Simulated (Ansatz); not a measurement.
Input for Ansatz (an electronic-structure program): R-PBE/def2-TZVPP on CH6GaN (SMILES [CH3][GaH][NH2]), a point of a torsion scan.

Ansatz 0.2 input:
```yaml
crystal:
  periodic: [false, false, false]
  atoms:
    - {symbol: C, position_ang: [-1.53161060, 0.11156642, -0.24778972]}
    - {symbol: Ga, position_ang: [0.24253110, -0.33343422, 0.61095373]}
    - {symbol: N, position_ang: [1.82639528, -0.01734992, -0.23169549]}
    - {symbol: H, position_ang: [-2.32179811, -0.58926569, 0.03029145]}
    - {symbol: H, position_ang: [-1.85716670, 1.11387600, 0.04158121]}
    - {symbol: H, position_ang: [-1.41809813, 0.09625113, -1.33565349]}
    - {symbol: H, position_ang: [0.45099924, -0.96671360, 2.02375199]}
    - {symbol: H, position_ang: [2.69538659, 0.19526325, 0.24426391]}
    - {symbol: H, position_ang: [1.89376901, 0.34849823, -1.17560672]}
basis:
  gaussian:
    orbitals: def2-TZVPP
hamiltonian:
  xc: {name: PBE}
scf: {lower_state_search: off}
```

The head of its log:

```
WARN ansatz: RAYON_NUM_THREADS=1 ignored (pool sized by the plan → 1); use --threads N
Functional definition: PBE
these checks for a lower state are left out or cut short: stability, starts, cluster_reference, orbital_swaps, neighbouring_geometries, increment
integrals: 0.10 GiB planned
1057 factors; their error is unknown
mean field: 0.72 GiB planned
mean field evaluation 1: about -54972.9682 eV, gradient 1.0e2 eV
mean field evaluation 2: about -54904.6767 eV, gradient 1.7e2 eV
```

Task: What total energy does the run end on?

Result: -2020.9552 hartree.
